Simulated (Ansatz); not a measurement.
Consider the silylene formation by 1,1-elimination: `BN[SiH](F)F` → `F[Si]F` + `BN`.

Computed with Ansatz on PBE0-D4/def2-TZVP structures; ΔE is electronic, products minus reactants. CCSD(T)/CBS is the MP2 limit (def2-TZVPP, def2-QZVPP) plus CCSD(T) − MP2 in def2-TZVPP, frozen cores. This one scheme is used for every species. DFT in def2-TZVPP. HSE06 is defined as in plane-wave codes. One conformer a species, not always the lowest.

```json
{"level": "revPBE-D4", "ΔE (eV)": "1.92"}
{"level": "BLYP-D4", "ΔE (eV)": "1.81"}
{"level": "HSE06-D4", "ΔE (eV)": "2.15"}
{"level": "B2PLYP", "ΔE (eV)": "2.04"}
{"level": "PBE", "ΔE (eV)": "1.84"}
{"level": "SCS-MP2/def2-TZVPP", "ΔE (eV)": "2.20"}
{"level": "MP2/CBS(def2)", "ΔE (eV)": "2.32"}
{"level": "CCSD/CBS(def2)", "ΔE (eV)": "2.18"}
```

Task: What does CCSD(T)/CBS give? (Estimate.)

Result: Ansatz gave: +2.17 eV. The listed levels differ from it by -0.25, -0.36, -0.02, -0.13, -0.33, 0.03, 0.15, 0.01 eV.

Largest T1 diagnostic among the species: 0.015.

The D4 term adds +0.14 eV with B3LYP and +0.07 eV with PBE0; it sums over pairs of atoms, weighted by their polarisabilities, and B3LYP, whose exchange is more repulsive, gets the larger term. At CCSD(T), def2-SVP lies −0.20 eV from the extrapolated value and def2-TZVPP −0.04 eV. From r2SCAN to r2SCAN0 (25 % exact exchange), in def2-TZVPP and without D4, ΔE moves by +0.09 eV.

B3LYP here is the variant with VWN-RPA as its local correlation; programs differ in this.
